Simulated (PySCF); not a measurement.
Al(Cl)2(OH) (AlCl2HO), SMILES [OH][Al]([Cl])[Cl]. Atoms are numbered in the order given.

```xyz
5

Al     0.0000     0.0000     0.3688
Cl     0.0000    -1.7884    -0.7021
Cl     0.0000     1.7884    -0.7021
O      0.0000     0.0000     2.0144
H      0.0000     0.0000     2.9611
```

Geometry optimised at PBE0-D3(BJ)/def2-SVP. A frequency run showed that this geometry is not a minimum. Other conformers were not sampled.

Method: PBE/def2-TZVPD (PySCF).

ESP charges are fitted to the potential on shells at 1.4 to 2.0 van der Waals radii. Atomic charges (e):

```json
[
 {"atom": "Al1", "IAO": "1.09", "ESP fit": "0.81"},
 {"atom": "Cl2", "IAO": "-0.34", "ESP fit": "-0.25"},
 {"atom": "Cl3", "IAO": "-0.34", "ESP fit": "-0.25"},
 {"atom": "O4", "IAO": "-0.82", "ESP fit": "-0.76"},
 {"atom": "H5", "IAO": "0.40", "ESP fit": "0.45"}
]
```
